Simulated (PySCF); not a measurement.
AlHF2, SMILES [F][AlH][F].

Geometry optimised at B3LYP-D3(BJ)/def2-TZVP.

Level of theory: PBE0/def2-TZVPD in PySCF.

Computed frontier levels, gap, dipole moment and polarisability:
```json
{
  "highest_occupied_level": "-10.19 eV",
  "lowest_empty_level": "-0.96 eV",
  "orbital_gap": "9.23 eV",
  "dipole_moment": "1.45 D",
  "quadrupole, principal values (traceless, Buckingham form, about the centre of nuclear charge)": "-6.95, -0.63, 7.57 D·Å",
  "mean_static_polarisability": "24.4 bohr³ (3.61 Å³)",
  "polarisability_principal_values": "22.6, 24.7, 25.8 bohr³"
}
```
